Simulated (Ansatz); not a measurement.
Reading a saddle point

A first-order saddle point of Si2NH9O, closed shell, PBE0-D4/def2-TZVP, with one imaginary mode of 1028i cm⁻¹:

```
13
angstrom
Si -0.8725 0.3224 0.7111
H -0.0397 -0.7262 1.7860
H -1.2940 0.9996 -0.5737
H -2.1746 -0.1533 1.2500
N 0.0323 1.6178 1.3545
H 0.2475 -1.2324 0.7340
O -0.0727 -1.0423 -0.2907
Si 0.7581 -0.9793 -1.7498
H -0.0532 2.5486 0.9823
H 0.5007 1.5763 2.2430
H 1.7076 -2.1162 -1.7422
H 1.4840 0.3065 -1.8574
H -0.2236 -1.1215 -2.8470
```

Ansatz 0.2.0; basis: def2-TZVPP and def2-QZVPP; cores frozen in the correlated methods. Extrapolation: Hartree–Fock as exp(−7.88 √X), correlation as X^−2.97.

Task: Which contacts change along the imaginary mode, and what lies on either side? (Judge from chemistry; the calculation decides.)

Result: Computed: The step is SiNH₅ ([NH2][SiH3]) + SiH₄O ([OH][SiH3]) → Si₂NH₇O ([NH2][SiH2][O][SiH3]) + H₂, with the molecules in contact on both sides. Shortening one way: Si1–O7, H2–H6; lengthening the same way: Si1–H2, H6–O7.
```json
{"pair": "Si1–O7", "one side (Å)": "3.14", "saddle (Å)": "1.87", "other side (Å)": "1.64"}
{"pair": "H2–H6", "one side (Å)": "2.79", "saddle (Å)": "1.20", "other side (Å)": "0.75"}
{"pair": "Si1–H2", "one side (Å)": "1.49", "saddle (Å)": "1.72", "other side (Å)": "3.84"}
{"pair": "H6–O7", "one side (Å)": "0.96", "saddle (Å)": "1.09", "other side (Å)": "2.91"}
```

Task: Which side is lower, and how far does the saddle lie above each? (Judge from chemistry; the value comes from the calculation.)

Result: Computed: The side with Si1–O7, H2–H6 short is lower by 1.101 eV; the saddle lies 2.474 eV above it and 1.373 eV above the other (CCSD(T) at an estimated basis limit (MP2 extrapolated from triple and quadruple zeta, plus CCSD(T) − MP2 in triple zeta); electronic energies).

The T1 diagnostic stays at or below 0.012.

Labels in which every atom is bracketed show which atoms are joined, not bond orders.

For scale, one of the runs: CCSD(T)/def2-TZVPP, 272 basis functions, launched by `ansatz run in.yaml --threads 8 --pin off --events-out ev --progress --plain --max-ram 19148MiB`. Hardware: 8 CPU threads of an Intel Xeon Platinum 8259CL, shared host. Wall time 59 s; peak host memory 6.9 GiB.
